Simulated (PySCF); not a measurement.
Distorted geometries of ErCl3(H2O)

ErCl3(H2O) (singlet in the valence; each metal's 4f electrons, 11 of them, lie in its core potential, out of spins and levels). PySCF 2.14.0, RKS B3LYP, Er lcecp-1-SVP with ECP57, Cl def2-SVP, O def2-SVP, H def2-SVP; non-relativistic Hamiltonian with scalar-relativistic core potentials where named; density fitting; no spin-orbit coupling. Relaxed geometry:

```xyz
7

Er   -0.0140   -0.0316    0.0316
Cl    1.1141    1.8340    1.2128
Cl   -1.7102   -1.3030    1.3030
Cl    1.1141   -1.2128   -1.8340
O    -1.3286    1.3412   -1.3412
H    -1.5988    2.2513   -1.1430
H    -1.5988    1.1430   -2.2513
```

Problem. Order these distorted geometries by energy above the relaxed one, lowest first.
A.
```xyz
7

Er    0.0691   -0.0202    0.1050
Cl    1.0822    1.7507    1.0673
Cl   -1.6784   -1.3967    1.3177
Cl    1.0683   -1.2073   -1.8647
O    -1.3744    1.3842   -1.4271
H    -1.6951    2.3265   -1.1161
H    -1.4939    1.1850   -2.1041
```
B.
```xyz
7

Er    0.0970   -0.0626   -0.0327
Cl    0.9248    1.7845    1.2533
Cl   -1.7659   -1.1866    1.3668
Cl    1.1178   -1.4319   -1.8068
O    -1.2473    1.2883   -1.4067
H    -1.6099    2.4010   -1.0652
H    -1.5386    1.2293   -2.3307
```
C.
```xyz
7

Er   -0.0256   -0.2600    0.3559
Cl    1.1453    1.6591    1.2101
Cl   -1.6568   -1.1151    1.0130
Cl    0.9460   -1.0710   -1.8740
O    -1.1276    1.4377   -1.2425
H    -1.6944    2.2511   -1.2383
H    -1.6091    1.1203   -2.2463
```

Solution. B (1.11 eV), A (3.84 eV), C (4.48 eV).

Problem. Which forces (eV/Å) act in the one that lies 1.11 eV up?

Solution. 
```
Er  -1.74 -1.10  0.28
Cl   0.58  0.88  0.48
Cl   0.78  0.40 -0.62
Cl   0.24 -0.07 -0.20
O   -1.61  5.24  1.57
H    1.73 -5.26 -1.51
H    0.01 -0.09  0.00
```
Forces carry noise of the integration grid, about 0.01 to 0.03 eV/Å.

A frequency check found unstable modes (1, the lowest at -13 cm⁻¹), so the relaxed geometry is a saddle point, or these are noise. An lcecp potential fixes the number of 4f electrons, so in runs with it no electron can move into or out of that shell.
